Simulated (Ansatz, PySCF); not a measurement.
Pair of molecules: NH3 (SMILES N) (first 4 atoms) with CH3F (SMILES CF); geometry from B3LYP-D3(BJ)/def2-TZVP, rigid monomers moved along the line of their centres of mass till H4···F6 is 2.62 Å.
(charge 0, multiplicity 1):
```xyz
9

N      0.0014    -0.1752     0.2984
H      0.2376    -0.8822    -0.3885
H     -0.1493     0.6928    -0.2028
H      0.8122    -0.0463     0.8950
C      0.2292    -0.5594     3.9682
F      1.4638    -0.1857     3.4255
H     -0.0727     0.2024     4.6875
H     -0.4898    -0.6325     3.1534
H      0.3518    -1.5214     4.4666
```

Monomers are frozen at their geometry in the pair; levels with a basis set take the counterpoise correction. Rows marked so take none.

Rows in 6-31G* carry no dispersion term and start afresh at each structure (6-31G* with six Cartesian d functions). MP2/6-31G* freezes PySCF's default core.

Programs: Ansatz (a first-principles code); PySCF for 6-31G* rows, the dispersion terms. Values without a source in brackets are computed.

One of these levels gives -2.25 kcal/mol for the interaction energy. Which?
A) HF/6-31G*
B) MP2/6-31G* (no counterpoise)
C) r2SCAN/def2-TZVPPD
D) PBE-D3(BJ)/def2-TZVPPD

C, r2SCAN/def2-TZVPPD. The others give -1.78 (HF/6-31G*), -2.63 (PBE-D3(BJ)/def2-TZVPPD), -3.96 (MP2/6-31G* (no counterpoise))
